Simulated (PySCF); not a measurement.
C₆H₈OSi.
Bonds: C1–C2 (aromatic), C2–O3 (aromatic), O3–C4 (aromatic), C4–Si5, Si5–C6, C6–C7, C4–C8 (aromatic), C1–C8 (aromatic), Si5–C7. Hydrogens: H9 on C1; H10 on C2; H11 on Si5; H12, H13 on C6; H14, H15 on C7; H16 on C8.

All values: PBE0/pcSseg-1 and B3LYP/def2-SVPD (PySCF, non-relativistic), on one gas-phase PBE0-D3(BJ)/def2-SVP geometry that isn't relaxed in the solvent. The solvent is an IEF-PCM continuum (Bondi radii, 1.10 Å for H, scaled by 1.2). Specific hydrogen bonds and non-electrostatic terms are outside this model.

Gas phase at PBE0/pcSseg-1: HOMO -6.49 eV, LUMO -0.36 eV, dipole 1.00 D.

**Question.** What does the continuum do to the energy, the frontier levels and the dipole at PBE0/pcSseg-1 in benzene and methanol?

**Answer.** 
```
 solvent      ε  E(solvent) − E(gas) (kcal/mol)  polarisation term (kcal/mol)  distortion of the solute (kcal/mol)  HOMO (eV)  LUMO (eV)  dipole (D)
 benzene  2.271                           -1.45                         -1.51                                 0.06      -6.47      -0.36        1.13
methanol  32.61                           -3.28                         -3.61                                 0.33      -6.50      -0.39        1.30
```

The first energy column is the sum of the next two and covers electrostatics alone. From benzene to methanol the lowering changes by a factor 2.26, Onsager's factor (ε − 1)/(2ε + 1) by 2.08 and ε itself by 14.4.

**Question.** Which radius a makes the point-dipole formula ΔE = −[(ε − 1)/(2ε + 1)]·μ²/a³ give the value in methanol, with the gas-phase dipole?

**Answer.** μ = 0.394 au and |ΔE| = 0.00522 Eh give a = 1.28 Å; the farthest nucleus lies 3.90 Å from the centroid of the nuclei, so such a sphere wouldn't even hold the nuclei. The formula assumes a rigid point dipole at the centre of a sphere.

**Question.** Which Hirshfeld charges (PBE0/pcSseg-1) respond most in benzene (means over atoms taken as equivalent)?

**Answer.** 
```
  atoms                        environment  gas (e)  solvent (e)  change
     O3                  furan-type oxygen   -0.065       -0.070  -0.005
    H10                  aromatic hydrogen   +0.067       +0.071  +0.004
     H9                  aromatic hydrogen   +0.059       +0.062  +0.003
     C4        substituted aromatic carbon   -0.049       -0.052  -0.003
    H16                  aromatic hydrogen   +0.059       +0.062  +0.003
    Si5                        SiH silicon   +0.314       +0.310  -0.004
H13/H15                 methylene hydrogen   +0.043       +0.045  +0.002
     C1                 aromatic CH carbon   -0.090       -0.091  -0.001
     C8                 aromatic CH carbon   -0.079       -0.080  -0.001
H12/H14                 methylene hydrogen   +0.043       +0.044  +0.001
  C6/C7        sp3 carbon bound to silicon   -0.169       -0.170  -0.001
     C2  aromatic CH next to a ring oxygen   +0.014       +0.013  -0.001
```

**Question.** How do the nuclear quadrupole coupling constants eQVzz/h respond in benzene?

**Answer.** 
```tsv
nucleus	Q (barn)	gas (MHz)	solvent (MHz)	η gas	η solvent
17O at O3	-0.0256	-8.75	-8.71	0.03	0.03
```

Gas phase at B3LYP/def2-SVPD: HOMO -6.27 eV, LUMO -0.65 eV, dipole 1.03 D.

**Question.** What does the continuum do to the energy, the frontier levels and the dipole at B3LYP/def2-SVPD in benzene?

**Answer.** 
```tsv
solvent	ε	E(solvent) − E(gas) (kcal/mol)	polarisation term (kcal/mol)	distortion of the solute (kcal/mol)	HOMO (eV)	LUMO (eV)	dipole (D)
benzene	2.271	-1.22	-1.28	0.06	-6.25	-0.62	1.18
```

**Question.** How does the static polarisability (B3LYP/def2-SVPD, frozen core, with the continuum's full static response) change?

**Answer.** 
```json
{"medium": "gas", "isotropic (au)": "100.3", "principal values (au)": "75.5, 92.5, 132.8", "⟨r²⟩ of the electrons (bohr²)": "1280.0"}
{"medium": "benzene", "isotropic (au)": "115.5", "principal values (au)": "86.8, 107.9, 152.0", "⟨r²⟩ of the electrons (bohr²)": "1279.4"}
```

The isotropic value in benzene is 1.15 times the gas-phase one; no cavity-field correction is applied. ⟨r²⟩ is taken about the centre of nuclear charge.

Hardware: an Arm Neoverse N1 with one thread, shared host with 64 logical CPUs at a one-minute load of 61. Cost: 45 s wall, 1.0 GiB resident at most. This is the whole shielding run at PBE0/pcSseg-1 in methanol, SCF included.

The values belong to the conformer `[cH:1]1[cH:2][o:3][c:4]([SiH:5]2[CH2:6][CH2:7]2)[cH:8]1`: O3–C4–Si5–C6 101°.
